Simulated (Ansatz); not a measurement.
Reactions of FH$_{5}$SSi$_{2}$, SMILES `F[SiH]([SiH3])S`.

Program: Ansatz. Geometries: PBE0-D4/def2-TZVP. ΔE: electronic, gas phase. CCSD(T)/CBS adds triple-zeta CCSD(T) − MP2 to the extrapolated MP2 energy (def2 sets, frozen cores). This one scheme is used for every species, atoms too. DFT in def2-TZVPP. Open shells (•) are unrestricted, without spin–orbit coupling. Spin–orbit coupling would lower the free atoms: a little for F, S, Si. Elements past krypton have def2 core potentials. Bonds to I are less sure, by a few kJ/mol each and by 10 to 20 or more in all where they break to atoms, as the def2 sets lack core-valence functions. One conformer a species, not always the lowest.

```
                                                           reaction  CCSD(T)/CBS(def2) (kJ/mol)
                  `F[SiH]([SiH3])S` + H₂O → `O[SiH]([SiH3])S` + H–F                           ?
                   `F[SiH]([SiH3])S` + CH₃SH → `CS[SiH](F)S` + SiH₄                         -71
          `F[SiH]([SiH3])S` + `C=NCS` → `C=NC[SiH3]` + `F[SiH](S)S`                        -105
                         `F[SiH]([SiH3])S` → F• + 5 H• + S• + 2 Si•                        2839
                           `F[SiH]([SiH3])S` → `[SiH3]S` + `F[SiH]`                         211
                `F[SiH]([SiH3])S` + `BN` → `BN[SiH]([SiH3])S` + H–F                          81
`F[SiH]([SiH3])S` + `SS[SiH2]Cl` → `F[SiH]([SiH3])[SiH2]Cl` + `SSS`                           ?
                               `F[SiH]([SiH3])S` → `F[SiH2]S[SiH3]`                         -64
                                `F[SiH]([SiH3])S` → `F[Si]S` + SiH₄                         143
                `F[SiH]([SiH3])S` + `OI` → `F[SiH](S)I` + `O[SiH3]`                           ?
```

Task: Fill in the missing values. (An estimate is asked.)

Result: The calculation gave: `F[SiH]([SiH3])S` + H₂O → `O[SiH]([SiH3])S` + H–F: +42.6 kJ/mol; `F[SiH]([SiH3])S` + `SS[SiH2]Cl` → `F[SiH]([SiH3])[SiH2]Cl` + `SSS`: +161.0 kJ/mol; `F[SiH]([SiH3])S` + `OI` → `F[SiH](S)I` + `O[SiH3]`: -320.9 kJ/mol.

Largest T1 diagnostic: 0.015, for `F[Si]S`.
